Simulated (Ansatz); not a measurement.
Reaction (cleavage of the Si–Si bond): `F[SiH2][Si](F)(Cl)Cl` + `N=C=O` → `O=C=N[Si](F)(Cl)Cl` + `F[SiH3]`

Gas-phase electronic energies from Ansatz, PBE0-D4/def2-TZVP geometries. CCSD(T)/CBS adds triple-zeta CCSD(T) − MP2 to the extrapolated MP2 energy (def2 sets, frozen cores). This one scheme is used for every species. One conformer a species, not always the lowest.

```csv
species,CCSD(T)/CBS(def2) energy (Eh)
`F[SiH2][Si](F)(Cl)Cl`,-1698.73366
`N=C=O`,-168.51995
`O=C=N[Si](F)(Cl)Cl`,-1476.57281
`F[SiH3]`,-390.72345
```

Q: Work out ΔE.

A: ΔE = (-1476.57281) + (-390.72345) − (-1698.73366) − (-168.51995) = -0.04265 Eh = -112.0 kJ/mol.

Largest T1 diagnostic among the species: 0.018.

From PBE to PBE0 (25 % exact exchange), in def2-TZVPP and without D4, ΔE moves by −13.0 kJ/mol. Leaving LDA and LC-ωPBE aside and taking each functional with its dispersion term where it has one, the values, not all of them listed here, spread over 34.2 kJ/mol, from BHLYP-D4 to PBE-D4. LDA lies −6.5 kJ/mol from PBE without D4.
